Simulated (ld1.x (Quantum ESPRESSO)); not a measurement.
Plane-wave convergence, TM potential for samarium

```
Element                 : Sm
Generator               : ld1.x (Quantum ESPRESSO) 7.5
Type                    : norm-conserving Troullier–Martins (Kleinman–Bylander form)
Functional              : revPBE
Relativity              : scalar-relativistic
Frozen core             : [Kr] 4d10 5s2
Valence charge          : 14
Reference configuration : 4f6 5p6 5d0 6s2 6p0
Partial waves           : 5p (bound): rc 1.45 bohr; 5d (bound, empty): rc 3.65 bohr; 4f (bound): rc 1.30 bohr; 6s (bound): rc 4.05 bohr
Local potential         : the s channel
Core correction         : none
```

The pseudo-atom Hamiltonian at the reference potential is diagonalised in spherical Bessel functions j_l(qr) that vanish at 20 bohr, with q² up to the cutoff. All-electron valence levels (Ry): 5p -1.7076, 6p -0.0885, 5d -0.1203, 4f -0.1799, 6s -0.2599.

How do the lowest levels (Ry) of each channel move with the cutoff, and are there ghosts?

```json
{"cutoff (Ry)": "8", "p #1": "-1.5941", "p #2": "-0.0704", "p #3": "0.0501", "d #1": "-0.1002", "f #1": "0.0857", "f #2": "0.1995", "s #1": "-0.2598", "s #2": "-0.0042", "Σ f·Δε (mRy)": "2274.7"}
{"cutoff (Ry)": "25", "p #1": "-1.6899", "p #2": "-0.0715", "p #3": "0.0496", "d #1": "-0.1202", "f #1": "0.0857", "f #2": "0.1994", "s #1": "-0.2599", "s #2": "-0.0042", "Σ f·Δε (mRy)": "1699.7"}
{"cutoff (Ry)": "50", "p #1": "-1.7054", "p #2": "-0.0717", "p #3": "0.0495", "d #1": "-0.1202", "f #1": "0.0857", "f #2": "0.1994", "s #1": "-0.2599", "s #2": "-0.0042", "Σ f·Δε (mRy)": "1606.7"}
{"cutoff (Ry)": "100", "p #1": "-1.7076", "p #2": "-0.0718", "p #3": "0.0495", "d #1": "-0.1202", "f #1": "0.0857", "f #2": "0.1989", "s #1": "-0.2599", "s #2": "-0.0042", "Σ f·Δε (mRy)": "1593.5"}
{"cutoff (Ry)": "180", "p #1": "-1.7076", "p #2": "-0.0718", "p #3": "0.0495", "d #1": "-0.1202", "f #1": "-0.1694", "f #2": "0.0859", "s #1": "-0.2599", "s #2": "-0.0042", "Σ f·Δε (mRy)": "62.5"}
{"cutoff (Ry)": "400", "p #1": "-1.7076", "p #2": "-0.0718", "p #3": "0.0495", "d #1": "-0.1202", "f #1": "-0.1799", "f #2": "0.0859", "s #1": "-0.2599", "s #2": "-0.0042", "Σ f·Δε (mRy)": "0.0"}
```

Result: no extra level below or beside the all-electron valence levels (p, d, f, s tested); 10 mRy is reached at 230 Ry and 1 mRy at over 300 Ry.

Its largest configuration-test error is -870 meV.
